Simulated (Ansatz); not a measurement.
A structure relaxed at PBE0-D4/def2-TZVP, charge 0, multiplicity 1:

| atom | x (Å) | y (Å) | z (Å) |
| --- | --- | --- | --- |
| O1 | -0.693 | 1.509 | 1.137 |
| Si2 | 0.126 | 0.686 | -0.008 |
| F3 | 0.049 | 1.431 | -1.423 |
| Si4 | -0.839 | -1.427 | -0.214 |
| S5 | 2.185 | 0.661 | 0.556 |
| H6 | -0.346 | 2.354 | 1.431 |
| H7 | -0.084 | -2.189 | -1.243 |
| H8 | -0.740 | -2.132 | 1.089 |
| H9 | -2.265 | -1.327 | -0.624 |
| H10 | 2.606 | 0.434 | -0.700 |

(1) Give its formula and SMILES.

(2) Summarise the bond lengths by kind.

## Answers

(1) FH5OSSi2, `O[Si](F)([SiH3])S`.

(2) 1 × O–Si 1.630 Å; 1 × H–O 0.960 Å; 1 × F–Si 1.601 Å; 1 × Si–Si 2.332 Å; 1 × S–Si 2.135 Å; 3 × H–Si 1.485 to 1.487 Å; 1 × H–S 1.344 Å.

Computed with Ansatz.
